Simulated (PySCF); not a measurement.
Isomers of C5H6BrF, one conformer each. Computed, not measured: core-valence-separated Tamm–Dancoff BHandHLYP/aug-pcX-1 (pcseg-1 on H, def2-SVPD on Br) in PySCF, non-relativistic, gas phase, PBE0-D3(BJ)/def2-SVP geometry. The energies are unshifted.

P. `FC/C=C1\C[C@H]1Br`
Q. `C=C(Br)C(=C)CF`

Main lines, eV (oscillator strength):
1. C K: 282.9 (0.059), 283.0 (0.054), 284.5 (0.053), 285.1 (0.007), 286.2 (0.017); F K: 685.4 (0.027), 686.6 (0.008), 687.5 (0.006)
2. C K: 282.1 (0.059), 282.2 (0.059), 283.0 (0.051), 283.9 (0.056), 284.8 (0.060); F K: 684.8 (0.023), 686.0 (0.005), 686.7 (0.007), 687.8 (0.003), 687.9 (0.003)
Listed: the first five lines at most of each edge with a tenth or more of its strongest line's intensity; roots within 0.03 eV on the same or equivalent atoms are summed. Only the lowest roots were sought, and the top ones are left out.

Problem. Which spectrum belongs to which isomer?

Solution. 1 = P, 2 = Q.
- P: first C line listed at 282.9 eV, hole on the alkene CH carbon (1s→π*); first F line listed at 685.4 eV, hole on the alkyl fluorine.
- Q: first C line listed at 282.1 eV, hole on the terminal =CH2 carbon (1s→π*); first F line listed at 684.8 eV, hole on the alkyl fluorine.

Problem. What are the ground-state energies of the isomers at BHandHLYP/aug-pcX-1 (pcseg-1 on H, def2-SVPD on Br), relative to the lowest?

Solution. P 75.0, Q 0.0 kJ/mol (electronic energies on these geometries, no dispersion or zero-point terms).
